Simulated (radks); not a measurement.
Values are calculated unless marked as measured or tabulated.
Problem. Species: Tc III. Configuration: [Kr] 4d5. Code: a radial shooting solver on a logarithmic mesh with Libxc functionals. Model: scalar-relativistic Kohn-Sham, LDA (Slater exchange, Perdew-Wang correlation), spin-polarised, spherical densities, point nucleus; open shells are filled with parallel spins first (spin-orbit coupling, left out, can overturn this in heavy ions); hard spherical wall at 1.5 bohr. Some entries of the table are withheld. Estimate them.

| orbital | occ. | eigenvalue (eV) | <1/r> (bohr^-1) |
|---|---|---|---|
| 1s up | 1 | -20724.98 | 44.66 |
| 1s down | 1 | -20724.92 | 44.66 |
| 2s up | 1 | -2867.466 | 10.06 |
| 2s down | 1 | -2864.891 | 10.06 |
| 2p up | 3 | -2555.464 | 9.776 |
| 2p down | 3 | -2553.433 | 9.779 |
| 3s up | 1 | -430.7698 | 3.419 |
| 3s down | 1 | -429.0467 | 3.419 |
| 3p up | 3 | -329.0952 | 3.245 |
| 3p down | 3 | -327.2368 | 3.245 |
| 3d up | 5 | -162.7757 | 2.994 |
| 3d down | 5 | -160.2985 | 2.995 |
| 4s up | 1 | 2.5571 | 1.570 |
| 4s down | 1 | 8.2225 | 1.572 |
| 4p up | 3 | 39.3018 | 1.544 |
| 4p down | 3 | 44.9883 | 1.545 |
| 4d up | 5 | 99.3487 | (1) |
| 4d down | 0 | 105.0720 | (2) |
| 4f up | 0 | 152.6824 | 1.198 |
| 4f down | 0 | 158.0666 | 1.202 |
| 5s up | 0 | 322.1660 | 1.826 |
| 5s down | 0 | 326.4285 | 1.826 |
| 5p up | 0 | 354.7913 | 1.831 |
| 5p down | 0 | 359.0162 | 1.832 |

Solution. 
(1) 4d up <1/r> (bohr^-1): 1.515
(2) 4d down <1/r> (bohr^-1): 1.515
